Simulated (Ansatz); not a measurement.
Geometry optimisation, RKS B3LYP/6-31G* in Ansatz 0.2.0.

Input file:

```yaml
crystal:
  periodic: [false, false, false]
  atoms:
    - { symbol: B, position_ang: [0.244861, -0.657302, -0.337948] }
    - { symbol: "N", position_ang: [-0.058085, 0.134359, 2.266746] }
    - { symbol: H, position_ang: [-0.917701, 0.376934, 2.756609] }
    - { symbol: H, position_ang: [0.687333, 0.708139, 2.652848] }
    - { symbol: Cl, position_ang: [1.585009, 0.400547, -0.816357] }
    - { symbol: H, position_ang: [-0.854999, -0.281136, -0.573714] }
    - { symbol: P, position_ang: [0.580197, -2.39528, 0.39767] }
    - { symbol: H, position_ang: [-0.423014, -3.134979, -0.285629] }
    - { symbol: H, position_ang: [1.670745, -2.794502, -0.418297] }
    - { symbol: H, position_ang: [0.159453, -0.855482, 2.484773] }
basis:
  gaussian: { orbitals: "6-31G*" }
hamiltonian:
  xc: b3lyp
relax:
  f_tol: 0.03
  max_steps: 50
```

Launched with:

```bash
$ ansatz run input.yaml --threads 1 --pin off --max-ram 2048MiB --backend cpu --events-out ev --progress --plain --runs-dir out
```

Task: Where does it end, and by what steps?

Result: The run converged. After 24 steps the energy has fallen by 0.936 eV; H10 moved furthest, 0.98 Å. Joined: B1–N2 (2.74 → 1.65 Å).

| step | energy less start (eV) | largest force component (eV/Å) | accepted |
| --- | --- | --- | --- |
| 0 | 0.0000 | 0.800 | yes |
| 1 | -0.0627 | 1.030 | yes |
| 2 | -0.1796 | 1.274 | yes |
| 3 | -0.4218 | 1.419 | yes |
| 4 | -0.7315 | 0.864 | yes |
| 5 | -0.3380 | 4.434 | no |
| 6 | -0.7960 | 0.310 | yes |
| 7 | -0.8162 | 0.227 | yes |
| 8 | -0.8041 | 0.420 | no |
| 9 | -0.8238 | 0.067 | yes |
| 10 | -0.8253 | 0.034 | yes |
| 11 | -0.8279 | 0.174 | yes |
| 12 | -0.8288 | 0.342 | yes |
| 13 | -0.8341 | 0.250 | yes |
| 14 | -0.8345 | 0.255 | yes |
| 15 | -0.8424 | 0.168 | yes |
| 16 | -0.8612 | 0.322 | yes |
| 17 | -0.8470 | 1.018 | no |
| 18 | -0.8836 | 0.170 | yes |
| 19 | -0.9022 | 0.120 | yes |
| 20 | -0.9131 | 0.504 | yes |
| 21 | -0.9344 | 0.057 | yes |
| 22 | -0.9355 | 0.060 | yes |
| 23 | -0.9361 | 0.033 | yes |
| 24 | -0.9362 | 0.003 | yes |

```xyz
10
Properties=species:S:1:pos:R:3
B 0.108 -0.570 0.328
N 0.140 -0.062 1.895
H -0.657 -0.434 2.418
H 0.113 0.959 1.934
Cl 1.630 0.243 -0.408
H -0.904 -0.111 -0.129
P 0.019 -2.551 0.385
H -0.183 -2.753 -1.005
H 1.410 -2.860 0.346
H 0.999 -0.360 2.364
```

Whether the end is a true minimum wasn't checked by a vibrational analysis.

Time of the run: 100 s on 1 thread of AMD EPYC 7R43 64-Core Processor (Zen 3) (shared host), peak memory 0.17 GiB.
